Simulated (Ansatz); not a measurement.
Ansatz (a first-principles code) input (CCSD(T)/def2-SVPD):

Ansatz 0.2 input:
```yaml
crystal:
  periodic: [false, false, false]
  atoms:
    - {symbol: Zn, position_ang: [-0.44505489, -0.68011869, -0.64651536]}
    - {symbol: Cl, position_ang: [1.37232915, 0.83090073, -0.34670743]}
    - {symbol: Cl, position_ang: [-0.58693816, 0.36930873, 1.48761689]}
basis:
  gaussian:
    orbitals: def2-SVPD
magnetization: {spin_polarized: true, initial_magnetization: 2}
correlation: {method: ccsd_t, electrons: outside_noble_gas}
output: {forces: true}
```

End of the output:

```
integrals: 0.13 GiB planned
805 factors; integrals over basis functions are off by at most 3.2e-4 eV
mean field: 0.49 GiB planned
mean field evaluation 1: about -73368.5949 eV, gradient 9.3e0 eV
mean field evaluation 2: about -73368.6962 eV, gradient 9.4e0 eV
mean field evaluation 4: about -73369.7080 eV, gradient 2.1e0 eV
mean field evaluation 8: about -73369.7740 eV, gradient 2.7e-1 eV
mean field evaluation 16: about -73368.5948 eV, gradient 9.3e0 eV
mean field evaluation 32: about -73369.5235 eV, gradient 1.9e0 eV
mean field evaluation 64: about -73367.9041 eV, gradient 5.2e-1 eV
mean field evaluation 96: about -73366.6582 eV, gradient 1.3e-1 eV
mean field evaluation 128: about -73367.9118 eV, gradient 1.5e-1 eV
mean field evaluation 160: about -73366.6596 eV, gradient 3.3e-2 eV
mean field -73369.77583512 eV, -2696.2895301203 hartree, gradient 6.1e-6 eV, S^2 2.024293; 8 other end points of the search recorded, 0 dependent functions left out
determinant -73369.77583512 eV, -2696.2895301203 hartree, with singles and doubles -73385.53271300 eV, -2696.8685847020 hartree
determinant -73368.23008890 eV, -2696.2327249947 hartree, with singles and doubles -73384.15285633 eV, -2696.8178759048 hartree
determinant -73367.90977803 eV, -2696.2209537871 hartree, with singles and doubles -73383.80050913 eV, -2696.8049273841 hartree
determinant -73367.04954148 eV, -2696.1893406772 hartree, with singles and doubles -73383.15877845 eV, -2696.7813442163 hartree
determinant -73366.65978728 eV, -2696.1750174745 hartree, with singles and doubles -73382.79512694 eV, -2696.7679802701 hartree
19 core orbitals not correlated
reference -73369.77583512 eV, -2696.2895301203 hartree; 14, 12 occupied and 55, 57 virtual orbitals, 805 factors
densities: 0.63 GiB planned
second order -15.59829604 eV of doubles, -0.00000000 eV of singles
coupled cluster: 0.48 GiB planned
cycle   1  -15.75713814 eV  change   -2.6e-4 eV  update   9.8e-4
cycle   2  -15.75698525 eV  change    1.5e-4 eV  update   6.4e-4
cycle   3  -15.75683854 eV  change    1.5e-4 eV  update   4.7e-4
cycle   4  -15.75701715 eV  change   -1.8e-4 eV  update   2.2e-4
cycle   5  -15.75730277 eV  change   -2.9e-4 eV  update   1.6e-4
cycle   6  -15.75717052 eV  change    1.3e-4 eV  update   9.9e-5
cycle   7  -15.75714204 eV  change    2.8e-5 eV  update   3.2e-5
cycle   8  -15.75712448 eV  change    1.8e-5 eV  update   9.1e-6
cycle   9  -15.75712424 eV  change    2.5e-7 eV  update   3.7e-6
cycle  10  -15.75712935 eV  change   -5.1e-6 eV  update   1.4e-6
cycle  11  -15.75713012 eV  change   -7.7e-7 eV  update   6.4e-7
cycle  12  -15.75712952 eV  change    6.0e-7 eV  update   2.2e-7
perturbative correction -0.47932920 eV, -0.0176150232 hartree
the calculation of the forces begins
Total energy: -73386.01229384 eV, -2696.8862089728 hartree
Atom 0 at    -0.445055    -0.680119    -0.646515 Å, force    -0.095542    -0.146004    -0.138790 eV/Å
Atom 1 at     1.372329     0.830901    -0.346707 Å, force     0.050802     0.073716     0.066557 eV/Å
Atom 2 at    -0.586938     0.369309     1.487617 Å, force     0.044740     0.072288     0.072233 eV/Å
Dipole moment:    -0.192839    -0.294691    -0.280131 e Å
```

The spin state was set by rule; other spins were not relaxed.
